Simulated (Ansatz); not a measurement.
The first iterations of a band of C2H3Al2Cl (8 atoms, charge 0, multiplicity 1).

Level of theory: RKS PBE0-D4/def2-SVP (Ansatz 0.2.0).

```json
{
 "movable images": "7",
 "climbing image": "yes",
 "spring": "5.0 eV/Å²",
 "optimiser": "quadratic models (default)",
 "start path": "through a guess of the saddle point",
 "force threshold": "0.05 eV/Å",
 "iteration limit": "60",
 "end points": "relaxed"
}
```

Initial state:

```xyz
8
Properties=species:S:1:pos:R:3
C 0.270 1.551 2.341
C 0.227 1.211 1.167
Al 0.141 0.559 -0.627
Al -0.341 -1.897 -1.261
Cl 0.476 2.007 -2.134
H 0.309 1.860 3.372
H -0.403 -2.356 -2.786
H -0.586 -2.991 -0.128
```

Final state:

```xyz
8
Properties=species:S:1:pos:R:3
C 0.168 1.083 2.748
C 0.194 1.061 1.470
Al 0.132 0.551 -0.394
Al -0.336 -1.861 -1.186
Cl 0.488 2.162 -1.713
H 0.408 2.160 1.881
H -0.358 -2.198 -2.741
H -0.604 -3.014 -0.122
```

| iteration | highest image above the first end (eV) | largest band force component (eV/Å) |
| --- | --- | --- |
| 1 | 5.884 | 28.059 |
| 2 | 2.018 | 2.046 |
| 3 | 2.071 | 1.278 |
| 4 | 2.257 | 1.883 |
| 5 | 2.085 | 1.865 |
| 6 | 2.066 | 1.507 |

Question: Does the band converge within its limit, and where does its top end?

Answer: It converged. It ended after 19 iterations with the highest image 1.829 eV above the first end. The highest image is an end point: on this band no image between the ends rises above it. A vibrational analysis next to that end finds imaginary modes (76i cm⁻¹), so it isn't a minimum. Inner images lie up to 0.017 eV below the lower end, so the ends aren't the lowest states on this path.

Time of the run: 4.4 min on 2 threads of Intel(R) Xeon(R) CPU @ 2.80GHz (Skylake/Cascade Lake), on a shared host, peak memory 0.24 GiB.
